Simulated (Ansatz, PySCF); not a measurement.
ClH3S3Sn, SMILES [SH][Sn]([SH])([SH])[Cl]. Atoms are numbered in the order given.

```xyz
8

S     -1.0419    -0.8283    -2.0262
Sn    -0.0106     0.0110     0.0073
S      0.3890    -1.8143     1.5603
S      2.0761     1.1417    -0.5129
Cl    -1.4797     1.5603     1.0173
H     -0.8281    -2.1061    -1.6304
H      1.7283    -1.6577     1.4290
H      2.0152     0.7056    -1.7940
```
Charge 0, spin multiplicity 1.

The structure is a stationary point at B3LYP-D3(BJ)/def2-SVP. The structure was generated by enumeration; whether it is a known compound was not checked. The def2 effective core potentials stand for the cores of Sn; spin–orbit coupling is left out. The values are those of a single conformer.

Vertical ionisation energy (IE) and electron affinity (EA) in eV. Rows of orbital energies are one-electron estimates. Where ΔSCF, EOM or ADC give a negative EA the extra electron is unbound and the value depends on the basis.

| level | IE | EA |
|---|---|---|
| −ε(HOMO), −ε(LUMO), r2SCAN/def2-TZVP (PySCF) | 7.06 | 3.39 |
| −ε(HOMO), −ε(LUMO), PBE/def2-TZVP (PySCF) | 6.74 | 3.51 |
| ΔSCF, PBE0/def2-SVPD (Ansatz), final states of multiplicity 2 and 2 | 9.78 | 1.34 |
| ΔSCF, PBE/def2-SVPD (Ansatz), final states of multiplicity 2 and 2 | 9.25 | 1.44 |

What vertical singlet–triplet gap does ΔSCF give with PBE0/def2-SVPD (Ansatz, a quantum-chemistry and plane-wave program) and with PBE/def2-SVPD (Ansatz)? (Estimate from the structure and the level; the computed values follow.)

3.72 and 3.15 eV (triplet above singlet where positive).
